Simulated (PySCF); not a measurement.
Input of a run (PBE0-D3(BJ)/def2-SVP geometry optimisation, gas phase, def2 core potentials past Kr (PySCF 2.14.0)), started from a GFN2-xTB structure with every atom displaced at random (by about 0.03 Å):
```
{"job": {"xc": "PBE0", "basis": "def2-SVP", "d3": "d3bj", "grid": 1, "maxiter": 30, "shake": 0.03, "kind": "geom"}, "charge": 0, "multiplicity": 1}
In    -0.245080    -0.239830     0.292130
C      1.942710    -0.350430     0.136380
C      2.353810    -1.710510     0.601130
H      2.477100     0.462830     0.756790
H      2.267030    -0.177690    -0.918350
H      3.492790    -1.763280     0.616400
H      2.092220    -1.891610     1.644790
H      2.066870    -2.476570    -0.030940
C     -1.768470     1.531330    -0.160580
C     -1.530000     2.186420    -1.528100
H     -1.728700     2.233540     0.621640
H     -2.737000     1.058970    -0.165920
H     -2.330810     3.027150    -1.747660
H     -0.572780     2.637440    -1.579100
H     -1.631870     1.450220    -2.378990
N     -1.215270    -1.620840     1.383890
H     -2.190820    -1.783300     1.159030
H     -0.798040    -2.556930     1.375190
```

Output (energies in Eh, forces in Eh/bohr):
```
step   0  E = -404.08214490  max force = 0.061086
step   1  E = -404.10554663  max force = 0.015285
step   2  E = -404.10749995  max force = 0.005614
step   3  E = -404.10821548  max force = 0.003678
step   4  E = -404.10845099  max force = 0.002524
step   5  E = -404.10867564  max force = 0.001676
step   6  E = -404.10878489  max force = 0.001147
step   7  E = -404.10885699  max force = 0.000991
step   8  E = -404.10889534  max force = 0.000614
step   9  E = -404.10893009  max force = 0.000704
step  10  E = -404.10896560  max force = 0.000763
step  11  E = -404.10899094  max force = 0.000561
step  12  E = -404.10900115  max force = 0.000228
optimisation converged
```

Task: Summarise the run.

Result: The energy falls by 0.731 eV over 13 energy and gradient evaluations, the largest force component goes from 0.0611 to 2.3e-04 Eh/bohr, and the atoms move by 0.227 Å rms after alignment. The bond that changes most is In1–C9 (ends: indium bonded to 2 C and N; carbon bonded to C, In and 2 H), which shortens by 0.204 Å. Bonds longer at the end by more than 0.005 Å: 7 of 17; shorter: 9. Among the angles that change most is In1–N16–H18, from 115.2° to 124.2°. Among the dihedrals that turn most is C9–In1–N16–H17, from 37° to -1°. The energy never rose by more than 1e-6 Eh on the way. The first step brought 87 % of the lowering.

Task: What are the final bond lengths?

Result: In1–C2 2.176 Å, In1–C9 2.175 Å, In1–N16 2.032 Å, C2–C3 1.523 Å, C2–H4 1.103 Å, C2–H5 1.103 Å, C3–H6 1.104 Å, C3–H7 1.102 Å, C3–H8 1.102 Å, C9–C10 1.524 Å, C9–H11 1.103 Å, C9–H12 1.102 Å, C10–H13 1.104 Å, C10–H14 1.102 Å, C10–H15 1.102 Å, N16–H17 1.013 Å, N16–H18 1.014 Å. Numbering counts from 1 in the input's order; the species is InEt2(NH2) (`C[CH2][In]([NH2])[CH2]C`).

The run used 156 basis functions and 89 SCF cycles in all.

Stationary, but not proved a minimum. The numbers are those of one conformer.
